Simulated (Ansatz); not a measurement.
`[OH][GeH]([F])[SiH3]`, charge 0, multiplicity 1.

**Question.** Give a relaxed structure at PBE0-D4/def2-TZVP (Ansatz). (Best estimate.)

**Answer.** Computed: 
```xyz
9

O    -0.075   -0.957   -1.763
Ge    0.180   -0.861   -0.014
F     1.881   -1.154    0.263
Si   -0.305    1.379    0.634
H     0.050   -1.840   -2.118
H    -0.516   -2.042    0.694
H    -0.001    1.529    2.079
H    -1.746    1.646    0.395
H     0.534    2.300   -0.170
```
This is one stationary point; other conformers may exist.
